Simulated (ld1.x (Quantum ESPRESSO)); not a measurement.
# Ranking TM semilocal potentials for Ti

All share these settings but for the change named:

| Property | Result |
| --- | --- |
| Element | titanium |
| Generator | ld1.x (Quantum ESPRESSO) 7.5 |
| Type | norm-conserving Troullier–Martins (semilocal form) |
| Functional | PBE |
| Relativity | scalar-relativistic |
| Frozen core | [Ne] |
| Valence charge | 12 |
| Reference configuration | 3s2 3p6 3d3 4s1 4p0 |
| Partial waves | 3s (bound): rc 1.00 bohr; 3p (bound): rc 1.55 bohr; 3d (bound): rc 2.20 bohr |
| Local potential | the d channel |
| Core correction | none |

Occupied shells without a wave of their own: 4s. They enter only through the test configuration that unscreens the potential.

Test errors are all-electron minus pseudo excitation energies from the reference, over 3s2 3p6 3d2 4s2 4p0; 3s2 3p6 3d2 4s1 4p0; 3s2 3p6 3d2 4s0 4p0; 3s2 3p6 3d2.5 4s1.5 4p0; 3s2 3p6 3d2 4s1.5 4p0; 3s2 3p6 3d2 4s1 4p1; 3s2 3p6 3d1 4s2 4p1. None of these files shows a bound ghost.

The base gives 289.1 meV.

Of 8 variants that were run, those that failed, showed a ghost or another fault, or gave nearly equal values are left out.

A variant can come out equal or close to the base, since the largest error may sit in a test that the change hardly touches while other tests move.

(1) Rank these variants by their largest absolute test error, smallest first.
A. wave 3p (bound): rc 1.55 bohr becomes 3p (bound): rc 1.96 bohr
B. wave 3p (bound): rc 1.55 bohr becomes 3p (bound): rc 2.34 bohr
C. wave 3p (bound): rc 1.55 bohr becomes 3p (bound): rc 2.12 bohr
D. wave 3p (bound): rc 1.55 bohr becomes 3p (bound): rc 1.08 bohr

Results:

(1) C (126.7 meV), B (175.3 meV), A (209.9 meV), D (268.6 meV).
